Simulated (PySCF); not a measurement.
Löwdin shares of the frontier orbitals

Compound: C7H6O2.
Numbering: `[O:1]=[C:2]([OH:3])[c:4]1[cH:5][cH:6][cH:7][cH:8][cH:9]1` (hydrogens: H10 on O3; H11 on C5; H12 on C6; H13 on C7; H14 on C8; H15 on C9)

Geometry (GFN2-xTB, Å), atoms numbered from 1 in this order:
```xyz
15
C7H6O2 angstrom
O      2.601   -1.413    0.059
C      2.054   -0.342   -0.028
O      2.751    0.800   -0.156
C      0.590   -0.140   -0.005
C     -0.231   -1.258    0.127
C     -1.604   -1.108    0.152
C     -2.164    0.156    0.046
C     -1.350    1.271   -0.086
C      0.024    1.129   -0.113
H      3.700    0.602   -0.164
H      0.229   -2.231    0.208
H     -2.241   -1.974    0.255
H     -3.237    0.273    0.066
H     -1.792    2.253   -0.169
H      0.665    1.990   -0.215
```

Theory: TDDFT B3LYP/def2-SVPD, vertical, gas phase, core orbitals frozen in the response in PySCF 2.14.0, density-fitted response routines.

Kohn–Sham orbitals with the atoms that hold most of them (Löwdin shares over 4%, at most four atoms; ? is withheld):

```tsv
orbital	ε (eV)	atoms
HOMO-3	-9.20	O3 43%, O1 38%, C2 12%
HOMO-2	-7.97	O1 68%, O3 12%, C2 9%, C4 6%
HOMO-1	-7.57	?
HOMO	-7.50	?
LUMO	?	C2 16%, C7 15%, C4 14%, O1 13%
LUMO+1	-0.73	C6 19%, C9 19%, C8 18%, C5 18%
LUMO+2	0.13	O3 31%, C2 17%, H10 17%, O1 9%
```

(1) Give the leading atoms of the HOMO.

(2) Give the leading atoms of the HOMO-1.

(3) What is the LUMO energy, and the HOMO–LUMO gap?

## Answers

(1) C8 (bonded to 2 C and H) 24%; C5 (bonded to 2 C and H) 24%; C9 (bonded to 2 C and H) 12%; C6 (bonded to 2 C and H) 12%.

(2) C4 (bonded to 3 C) 20%; C7 (bonded to 2 C and H) 20%; C6 (bonded to 2 C and H) 18%; C9 (bonded to 2 C and H) 17%.

(3) ε(LUMO) = -1.77 eV; the gap is 5.73 eV (0.2107 hartree).

Question: The HOMO–LUMO gap is 5.73 eV. Where does the response calculation put the lowest singlet, and from which orbitals?

Answer: S1 is at 4.85 eV (f = 0.0000), 0.89 eV below the gap, made of HOMO-2→LUMO (97%). Its leading pair isn't HOMO and LUMO; the energies of that pair differ by 6.20 eV. Without the coupling terms of the response equations the lowest excitation would equal the gap.

Question: One configuration dominates each of S1, S3 and S4. Which, and how do the shares of the two leading atoms of either orbital change from the occupied to the empty one?

Answer: 
- S1 (4.85 eV, f 0.0000), HOMO-2→LUMO (97%): O1 68% → 13%, O3 12% → at most 14%, C2 9% → 16%, C7 at most 6% → 15%
- S3 (5.48 eV, f 0.232), HOMO-1→LUMO (72%): C4 20% → 14%, C7 20% → 15%, C2 at most 17% → 16%
- S4 (6.38 eV, f 0.0001), HOMO-2→LUMO+1 (99%): O1 68% → at most 19%, O3 12% → at most 19%, C6 at most 6% → 19%, C9 at most 6% → 19%

Hardware: one thread of an x86-64 server, shared host. Cost: 39 s wall.

One conformer stands for the species.
